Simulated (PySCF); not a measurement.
C5H12OP2S.
Z-matrix (Å and degrees, GFN2-xTB geometry), rows numbered from 1:
```
O 
P   1  1.4659
C   2  1.8390  1  114.05
P   3  1.8639  2  106.68  1    64.52
C   2  1.8371  1  113.41  3   121.58
C   5  1.5175  2  107.53  1    61.58
S   6  1.8190  5  111.50  2    69.21
C   7  1.8184  6   99.19  5   -66.91
C   8  1.5180  7  111.34  6    67.31
H   3  1.0925  2  108.27  1   -55.84
H   3  1.0913  2  110.67  1  -176.36
H   4  1.3909  3   94.80  2   -67.21
H   4  1.3934  3   95.31  2  -160.27
H   5  1.0950  2  107.20  1   -56.92
H   5  1.0904  2  111.46  1  -176.39
H   6  1.0924  5  110.59  2   -50.88
H   6  1.0902  5  111.77  2  -173.05
H   8  1.0922  7  108.03  6   -54.09
H   8  1.0902  7  105.56  6  -171.04
H   9  1.0948  2  107.28  1    56.51
H   9  1.0903  2  111.89  1   176.44
```

Definitions: NICS(0) = −σiso at the ring centroid; NICS(1) = −σiso and NICS(1)zz = −σzz at ±1 Å along the ring normal z. Level: GIAO PBE0/pcSseg-1 (PySCF, non-relativistic, gas phase) on the GFN2-xTB geometry, one conformer.

Ring bond lengths (Å), with Mayer bond orders in brackets: P2–C5 1.837 (0.91), C5–C6 1.518 (1.01), C6–S7 1.819 (1.00), S7–C8 1.818 (1.00), C8–C9 1.518 (1.01), C9–P2 1.841 (0.92).

Give the NICS values of each ring in ppm.

```json
{"ring": "P2–C5–C6–S7–C8–C9", "type": "6-membered ring with P and S; formal bonds all single", "NICS(0)": "-2.2", "NICS(1), two faces": "-2.2 / -1.8", "NICS(1)zz, two faces": "4.9 / 5.5", "rms pucker (Å)": "0.32", "centre to ring atoms, mean (Å)": "1.63"}
```

What do they say, and how far can they be read as aromaticity?

- P2–C5–C6–S7–C8–C9: mean NICS(1)zz 5.2 ppm, deshielded. P2, C5, C6, C8, C9 have four or more neighbours, and the NICS criterion for π rings isn't applied.

List the ring angles and the Hirshfeld charges of the ring atoms.

- P2–C5–C6–S7–C8–C9: P2 104.1° (+0.425 e), C5 107.5° (-0.124 e), C6 111.5° (-0.071 e), S7 99.2° (-0.013 e), C8 111.3° (-0.072 e), C9 107.2° (-0.122 e); sum 640.9° against 720° for a flat convex ring.

What are the shieldings of the ring atoms and their hydrogens in the same run (means over atoms taken as equivalent)?

```
   atoms                     environment  σ isotropic (ppm)  principal values of the symmetric part, first atom (ppm)
      P2           phosphoryl phosphorus              312.2                                       227.6, 240.0, 469.0
 C5 (×2)  sp3 carbon bound to phosphorus              149.7                                       138.3, 151.8, 165.9
 C6 (×2)      sp3 carbon bound to sulfur              155.4                                       143.3, 148.1, 174.9
      S7                  sulfide sulfur              476.3                                       370.0, 469.8, 589.1
H14 (×2)              methylene hydrogen              29.40                                          23.2, 28.6, 35.6
H15 (×2)              methylene hydrogen              30.26                                          26.5, 30.1, 34.4
H16 (×2)              methylene hydrogen              28.23                                          24.1, 27.6, 33.0
H17 (×2)              methylene hydrogen              29.10                                          22.5, 27.4, 37.4
```

Cost: about 2.3 min of CPU time on one thread; the machine was shared, so the figure is rough. This is the whole shielding run at PBE0/pcSseg-1, SCF included.
